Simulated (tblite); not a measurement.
Isomers of C5H9ClO. Computed with GFN2-xTB (tblite): harmonic, unscaled wavenumbers at the GFN2-xTB geometry, gas phase. Errors from tens to a few hundred cm⁻¹ against measured bands are possible. One conformer each.

Electronic energies: GFN2-xTB at the same geometries; isomer energies are rough at this level and their order can be wrong.

```
         SMILES  electronic energy, lowest = 0 (kJ/mol)
  CC(C)CC(=O)Cl                                     5.5
    CCCCC(=O)Cl                                    12.8
CC(C)(C)C(=O)Cl                                     0.0
```

Problem. How do GFN2-xTB zero-point energies change the relative energies?

Solution. 
```csv
SMILES,ZPE (kJ/mol),of it from modes above 1550 cm⁻¹,electronic (kJ/mol),"with ZPE, lowest = 0 (kJ/mol)",lowest mode (cm⁻¹),rings
CC(C)(C)C(=O)Cl,341.6,175.0,0.0,0.0,41,0
CC(C)CC(=O)Cl,342.5,173.4,5.5,6.4,36,0
CCCCC(=O)Cl,343.2,172.5,12.8,14.4,44,0
```

The zero-point energies span 1.6 kJ/mol, from `CC(C)(C)C(=O)Cl` to `CCCCC(=O)Cl`. The order is unchanged.

Problem. What do entropy and thermal enthalpy add at 298.15 K and 1 bar (rigid rotor, harmonic oscillator, one conformer each)?

Solution. 
```json
{"SMILES": "CC(C)(C)C(=O)Cl", "point group": "Cs", "symmetry number": "1", "S (J/(mol K))": "381.6", "H − H(0) (kJ/mol)": "25.57", "ZPE + H − H(0) − TS (kJ/mol)": "253.4"}
{"SMILES": "CC(C)CC(=O)Cl", "point group": "C1", "symmetry number": "1", "S (J/(mol K))": "386.4", "H − H(0) (kJ/mol)": "25.14", "ZPE + H − H(0) − TS (kJ/mol)": "252.4"}
{"SMILES": "CCCCC(=O)Cl", "point group": "Cs", "symmetry number": "1", "S (J/(mol K))": "392.0", "H − H(0) (kJ/mol)": "25.30", "ZPE + H − H(0) − TS (kJ/mol)": "251.6"}
```
